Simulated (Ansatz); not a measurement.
ZnCl3⁻, relaxed as a triplet with UKS PBE-D4/def2-SVPD in Ansatz, starting from the PBE-D4/def2-SVPD geometry of the charge -1 singlet. Force threshold 0.02 eV/Å.

In the triplet, Cl3 and Cl4 lie 2.68 Å apart (atoms count from 1), so these atoms are partly bonded to each other. At PBE-D4/def2-SVPD a singlet of charge -1 lies 3.87 eV below the triplet, each at its own geometry. The structure comes from a short search, and lower isomers may exist.

Start:

Cartesian coordinates in Å:
```
Zn 0.000 0.000 0.000
Cl -0.562 -1.684 -1.368
Cl 1.990 -0.011 1.033
Cl -1.428 1.695 0.336
```

**Question.** Estimate the energy that the relaxation releases and the steps that it takes.

**Answer.** 28.3 kcal/mol, in 21 steps; 44 s on 4 threads of Intel Xeon on a shared host. The force fell under the threshold at step 9, but the optimiser went on and released 0.178 eV more. No frequencies were taken in this run, so the end may be a saddle point.

**Question.** Does the start keep its bonding and symmetry?

**Answer.** Bonds lost: Zn1–Cl3 (atoms count from 1). Point group D3h at the start, Cs at the end, both within 0.05 Å.

**Question.** Predict the relaxed structure.

**Answer.** 
```xyz
4

Zn    0.172   -0.979   -0.535
Cl   -1.495   -1.767   -1.908
Cl    1.749    1.637    1.959
Cl   -0.426    1.109    0.485
```
Bond lengths: 2 × Cl–Zn 2.30 to 2.40 Å.
